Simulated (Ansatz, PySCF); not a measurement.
Ligands exchanged one at a time, Si C2H5-SH. Gas-phase values, no solvent. One relaxed conformer stands for each flexible species; it need not be the lowest. Strings in code marks are SMILES.

Quantity: redistribution energy (mixed species minus the weighted end members), in kJ/mol.

Level 1: frozen-core MP2/cc-pVDZ // PBE0-D4/def2-SVP (Ansatz, an electronic-structure program)
Level 2: B3LYP/LANL2DZ // PBE0-D4/def2-SVP (PySCF)
Level 3: BP86/6-31G* // PBE0-D4/def2-SVP (PySCF)
Level 4: PBE/6-31G* // PBE0-D4/def2-SVP (PySCF)

```csv
species,level 2,level 3,level 4
3 of 4 C2H5 replaced by SH: `S[Si](CC)(S)S`,-28.44,-15.23,-15.03
2 of 4 C2H5 replaced by SH: `CC[Si](S)(S)CC`,-39.54,-21.14,-20.95
1 of 4 C2H5 replaced by SH: `CC[Si](S)(CC)CC`,-27.17,-14.27,-14.16
```

Problem. What does level 1 give for each?

Solution. 
- 3 of 4 C2H5 replaced by SH: `S[Si](CC)(S)S`: -14.30
- 2 of 4 C2H5 replaced by SH: `CC[Si](S)(S)CC`: -19.05
- 1 of 4 C2H5 replaced by SH: `CC[Si](S)(CC)CC`: -14.41
